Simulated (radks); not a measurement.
Effect of the nuclear size on neutral ruthenium, [Kr] 4d7 5s1. All-electron calculation, Dirac Kohn-Sham, LDA (Slater exchange, Perdew-Wang correlation), spin-unpolarised, spherical densities, finite nucleus; open shells are shared between the two j in proportion to 2j + 1; Fermi nuclear charge, rms radius 4.4809 fm. Program: a radial shooting solver on a logarithmic mesh with Libxc functionals. The rms radius is varied about that value; shifts are against it.

rms radius (fm),total energy shift (eV),density at nucleus (e/bohr^3),1s1/2 shift (meV),2s1/2 shift (meV),3p1/2 shift (meV),4s1/2 shift (meV),4p1/2 shift (meV),5s1/2 shift (meV)
3.6071,-0.685,1.125e+05,-289,-31.5,0.397,-1.00,0.074,-0.064
4.1986,-0.236,1.104e+05,-99.5,-10.8,0.136,-0.346,0.025,-0.022
4.4809,0,1.096e+05,0.000,0.000,0.000,0.000,0.000,0.000
4.6333,0.133,1.092e+05,56.1,6.11,-0.077,0.195,-0.014,0.012
5.274,0.734,1.075e+05,310,33.7,-0.425,1.08,-0.079,0.069

Slopes of the eigenvalues against <r^2> in GHz/fm^2, as finite differences over the two radii next to the reference (eigenvalue slopes, not the field-shift constants of lines): 1s1/2 9800, 2s1/2 1070, 3p1/2 -13.4, 4s1/2 34.0, 4p1/2 -2.50, 5s1/2 2.17.
